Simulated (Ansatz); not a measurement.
Born–Oppenheimer molecular dynamics of F$_{2}$H$_{2}$O$_{2}$Si (7 atoms, charge 0, multiplicity 1). It starts at the highest image of a converged band, a first-order saddle point between two minima.

These are results of RKS PBE-D4/def2-SVP (Ansatz 0.2.0), not measurements.

```yaml
ensemble: NVE (velocity Verlet)
time_step: 0.5 fs
steps_asked: 200
starting_velocities_drawn_for: 100 K
seed: 8678
```

Frames 5 fs apart, positions in Å, forces in eV/Å.

Velocities at 10.0 fs (Å/ps):

```
Si -2.16 -0.23 0.20
O 1.61 -0.38 -2.35
O 0.73 -1.09 -0.27
H 5.50 -8.88 0.85
F 0.62 1.22 1.93
F 0.10 1.07 -0.30
H 3.96 -4.47 4.46
```

```xyz
7
Properties=species:S:1:pos:R:3:forces:R:3 time_fs=10.0 energy_less_start_eV=0.034 T=47
Si -0.538 0.060 0.519 0.40 -1.07 0.61
O 1.028 -0.267 -0.557 -0.01 0.07 0.17
O -1.296 -0.857 -0.509 -0.25 0.29 0.24
H 0.241 -0.733 -1.088 0.00 -0.11 0.12
F -0.586 1.667 0.616 -0.04 0.31 -0.09
F -0.093 -0.396 2.037 -0.28 0.27 -0.92
H 1.326 0.501 -1.078 0.18 0.25 -0.12
7
Properties=species:S:1:pos:R:3:forces:R:3 time_fs=15.0 energy_less_start_eV=0.031 T=53
Si -0.547 0.055 0.522 0.55 -0.47 0.29
O 1.036 -0.269 -0.566 0.23 0.49 0.21
O -1.295 -0.861 -0.508 -0.33 0.16 0.23
H 0.270 -0.778 -1.075 0.02 0.17 -0.07
F -0.584 1.675 0.625 -0.06 -0.10 -0.15
F -0.095 -0.389 2.030 -0.22 0.14 -0.62
H 1.364 0.510 -1.080 -0.20 -0.39 0.10
7
Properties=species:S:1:pos:R:3:forces:R:3 time_fs=20.0 energy_less_start_eV=0.031 T=53
Si -0.551 0.046 0.527 0.38 0.31 -0.34
O 1.046 -0.267 -0.570 -0.05 -0.28 0.79
O -1.298 -0.862 -0.504 -0.35 0.10 0.21
H 0.304 -0.789 -1.075 -0.01 0.16 -0.15
F -0.582 1.681 0.632 -0.06 -0.54 -0.21
F -0.099 -0.381 2.015 0.00 -0.11 0.06
H 1.380 0.481 -1.088 0.09 0.36 -0.37
7
Properties=species:S:1:pos:R:3:forces:R:3 time_fs=25.0 energy_less_start_eV=0.036 T=45
Si -0.552 0.040 0.530 0.12 0.74 -0.92
O 1.057 -0.265 -0.566 0.24 0.49 -0.18
O -1.307 -0.861 -0.497 -0.36 0.10 0.17
H 0.336 -0.766 -1.105 -0.01 -0.02 0.06
F -0.580 1.680 0.636 -0.05 -0.68 -0.25
F -0.102 -0.373 2.002 0.23 -0.33 0.71
H 1.389 0.475 -1.137 -0.18 -0.29 0.40
7
Properties=species:S:1:pos:R:3:forces:R:3 time_fs=30.0 energy_less_start_eV=0.032 T=51
Si -0.552 0.039 0.526 0.02 0.60 -0.82
O 1.069 -0.259 -0.562 -0.18 -0.21 0.15
O -1.321 -0.859 -0.488 -0.30 0.08 0.06
H 0.365 -0.748 -1.121 -0.04 -0.19 0.16
F -0.580 1.671 0.638 -0.03 -0.42 -0.28
F -0.103 -0.370 1.996 0.30 -0.38 0.79
H 1.383 0.459 -1.136 0.23 0.52 -0.05
7
Properties=species:S:1:pos:R:3:forces:R:3 time_fs=35.0 energy_less_start_eV=0.003 T=95
Si -0.552 0.043 0.514 0.19 -0.01 -0.09
O 1.081 -0.253 -0.557 -0.01 0.37 -0.05
O -1.339 -0.856 -0.477 -0.21 0.01 -0.09
H 0.388 -0.766 -1.107 0.06 0.00 -0.04
F -0.579 1.657 0.635 -0.02 0.15 -0.28
F -0.101 -0.372 2.001 0.16 -0.24 0.27
H 1.402 0.504 -1.108 -0.16 -0.27 0.27
7
Properties=species:S:1:pos:R:3:forces:R:3 time_fs=40.0 energy_less_start_eV=0.009 T=86
Si -0.550 0.047 0.502 0.23 -0.77 0.61
O 1.091 -0.244 -0.551 -0.28 -0.17 0.59
O -1.361 -0.853 -0.468 -0.06 0.02 -0.13
H 0.425 -0.786 -1.099 0.10 0.16 -0.19
F -0.580 1.646 0.629 0.01 0.69 -0.26
F -0.096 -0.377 2.008 0.00 -0.06 -0.35
H 1.404 0.533 -1.050 -0.01 0.13 -0.28
7
Properties=species:S:1:pos:R:3:forces:R:3 time_fs=45.0 energy_less_start_eV=0.003 T=96
Si -0.546 0.045 0.495 0.00 -1.09 0.83
O 1.098 -0.236 -0.538 -0.11 0.21 0.19
O -1.383 -0.849 -0.461 0.07 0.12 -0.05
H 0.484 -0.773 -1.134 0.05 0.07 -0.07
F -0.579 1.642 0.621 0.08 0.77 -0.24
F -0.092 -0.382 2.011 -0.04 0.05 -0.64
H 1.394 0.563 -1.032 -0.04 -0.14 -0.01
7
Properties=species:S:1:pos:R:3:forces:R:3 time_fs=50.0 energy_less_start_eV=-0.011 T=117
Si -0.542 0.034 0.495 -0.35 -0.61 0.61
O 1.103 -0.225 -0.522 -0.02 0.27 -0.26
O -1.404 -0.844 -0.454 0.14 0.16 0.02
H 0.553 -0.745 -1.182 -0.05 -0.13 0.18
F -0.578 1.647 0.608 0.15 0.26 -0.24
F -0.087 -0.387 2.007 0.03 0.03 -0.51
H 1.379 0.577 -1.022 0.09 0.02 0.19
7
Properties=species:S:1:pos:R:3:forces:R:3 time_fs=55.0 energy_less_start_eV=-0.023 T=135
Si -0.542 0.018 0.499 -0.56 0.31 0.15
O 1.108 -0.211 -0.509 -0.01 0.02 -0.08
O -1.424 -0.836 -0.448 0.13 0.05 0.01
H 0.613 -0.744 -1.194 -0.07 -0.08 0.14
F -0.575 1.656 0.593 0.20 -0.43 -0.21
F -0.083 -0.392 1.997 0.18 -0.08 -0.05
H 1.387 0.602 -0.978 0.12 0.21 0.05
7
Properties=species:S:1:pos:R:3:forces:R:3 time_fs=60.0 energy_less_start_eV=-0.016 T=125
Si -0.545 0.004 0.505 -0.56 1.01 -0.31
O 1.113 -0.196 -0.497 0.15 0.33 0.21
O -1.441 -0.828 -0.441 0.06 -0.12 -0.06
H 0.658 -0.758 -1.179 -0.02 0.15 -0.14
F -0.570 1.660 0.575 0.21 -0.83 -0.15
F -0.076 -0.397 1.986 0.29 -0.18 0.42
H 1.415 0.650 -0.912 -0.15 -0.35 0.02
7
Properties=species:S:1:pos:R:3:forces:R:3 time_fs=65.0 energy_less_start_eV=-0.022 T=134
Si -0.554 -0.001 0.509 -0.44 1.05 -0.44
O 1.119 -0.178 -0.481 -0.17 -0.49 0.48
O -1.458 -0.822 -0.434 0.00 -0.21 -0.10
H 0.701 -0.739 -1.187 0.04 0.22 -0.08
F -0.561 1.653 0.556 0.19 -0.74 -0.05
F -0.065 -0.405 1.979 0.28 -0.18 0.52
H 1.425 0.663 -0.860 0.09 0.35 -0.33
```

Of the whole run (100 fs, mean temperature of the second half 129 K): The conserved energy stayed within 0.023 meV per atom of its start (net change 0.0056 meV per atom), so the integration is sound. A run of 0.1 ps of so small a system gives no equilibrium averages. The orbitals stay closed-shell, which can raise the energy where a bond breaks towards radicals; this wasn't checked here.

Time of the run: 76 s on 2 threads of AMD EPYC 9R45 96-Core Processor (Zen 5), with other jobs on the host, peak memory 0.19 GiB.
